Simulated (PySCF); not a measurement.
HO3S, SMILES O=S(=O)=[OH+], charge +1.

Geometry optimised at PBE-D3(BJ)/def2-SVP. The isomer is the one that the SMILES or the coordinates give; other isomers of the formula were not compared.

These are PySCF with TDA-PBE0/def2-SVPD values and carry that method's errors.

Vertical excitations. Isolated molecule, no solvent. State labels are in the subgroup Cs.

Task: Give excitation energies, oscillator strengths and character. (The exact figures need the calculation; the answer reports its results.)

Result: 
```csv
state,symmetry,energy (eV),λ (nm),f,main pairs
S1,A",5.21,238,0.000,HOMO→LUMO 99 %
S2,A',5.70,218,0.001,HOMO→LUMO+1 97 %
S3,A",6.08,204,0.000,HOMO−1→LUMO+1 99 %
S4,A",6.32,196,0.000,HOMO−3→LUMO 98 %
S5,A",6.69,185,0.001,HOMO−2→LUMO+1 98 %
S6,A',6.74,184,0.001,"HOMO−3→LUMO+1 66 %, HOMO−2→LUMO 32 %"
S7,A',7.24,171,0.044,"HOMO−1→LUMO 67 %, HOMO−4→LUMO+1 19 %"
S8,A',8.13,152,0.144,"HOMO−2→LUMO 50 %, HOMO−3→LUMO+1 24 %"
S9,A",8.29,150,0.000,HOMO−4→LUMO 99 %
S10,A',9.27,134,0.111,HOMO−4→LUMO+1 62 %
T1,A',4.60,269,0,HOMO−1→LUMO 98 %
T2,A",4.68,265,0,HOMO→LUMO 99 %
T3,A',5.08,244,0,HOMO→LUMO+1 98 %
T4,A",5.49,226,0,HOMO−1→LUMO+1 97 %
```
Triplets are in the Tamm–Dancoff approximation.
